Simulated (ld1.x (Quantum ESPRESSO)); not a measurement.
What one change does to a pseudopotential (Ge, TM)

- Element: germanium
- Generator: ld1.x (Quantum ESPRESSO) 7.5
- Type: norm-conserving Troullier–Martins (Kleinman–Bylander form)
- Functional: LDA (PZ)
- Relativity: scalar-relativistic
- Frozen core: [Ar] 3d10
- Valence charge: 4
- Reference configuration: 4s1.75 4p2.25
- Partial waves: 4s (bound): rc 1.90 bohr; 4p (bound): rc 1.65 bohr
- Local potential: all-electron potential smoothed inside 1.40 bohr (lloc = -1)
- Core correction: Bessel-smoothed model core, default radius (core density twice the valence density)

All-electron outer shells of the reference configuration (LDA (PZ), scalar-relativistic, ld1.x):

| shell | level (eV) | outermost node (bohr) | outermost maximum (bohr) |
| --- | --- | --- | --- |
| 3p | -115.83 | 0.23 | 0.54 |
| 3d | -30.00 | – | 0.50 |
| 4s | -12.20 | 0.77 | 1.73 |
| 4p | -4.23 | 0.82 | 2.19 |

Change: all radii but the core radius scaled by about 1.28 (s 2.44, p 2.12 bohr); local potential all-electron potential smoothed inside 1.80 bohr (lloc = -1).

Cutoffs: the cutoffs (Ry, on a coarse ladder) from which the occupation-weighted sum of valence levels, in a spherical-Bessel basis at the reference potential, stays within 10 and 1 mRy of its value at 400 Ry; they do not see the model core or the augmentation charge, which bear on the density cutoff. Errors are all-electron minus pseudo energies relative to the spin-unpolarised reference configuration.

**Question.** What does the change do?

**Answer.** The potential gets softer (18 Ry and 40 Ry → 12 Ry and 25 Ry); of the 9 tests that both files solve, the error grows in 7 and shrinks in 2 by more than 15 % and 0.3 meV (median size 2.8 → 3.9 meV); neither file shows a bound ghost. A larger radius leaves more room for a smooth pseudo-wave, so fewer plane waves are needed.

```tsv
quantity	base	changed
cutoff, loose	18 Ry	12 Ry
cutoff, tight	40 Ry	25 Ry
loose cutoff by channel (10 mRy a level)	s 12 Ry, p 6 Ry	s 10 Ry, p 6 Ry
bound ghosts	none	none
error for 4s2 4p2, meV [ΔE -1.98 eV]	-0.2	-1.4
error for 4s2 4p1, meV [ΔE 5.65 eV]	-1.6	-2.3
error for 4s2 4p0, meV [ΔE 21.37 eV]	-19	-15
error for 4s1 4p3, meV [ΔE 6.06 eV]	-5.2	-17
error for 4s1 4p0, meV [ΔE 56.59 eV]	-162	-207
error for 4s0 4p4, meV [ΔE 14.38 eV]	-30	-99
error for 4s2 4p2.3, meV [ΔE -2.91 eV]	-0.1	-1.1
error for 4s1.75 4p2.25 (spin-polarised), meV [ΔE -0.91 eV]	-2.8	-3.9
error for 4s2 4p2 (spin-polarised), meV [ΔE -2.55 eV]	-1.3	-0.9
```
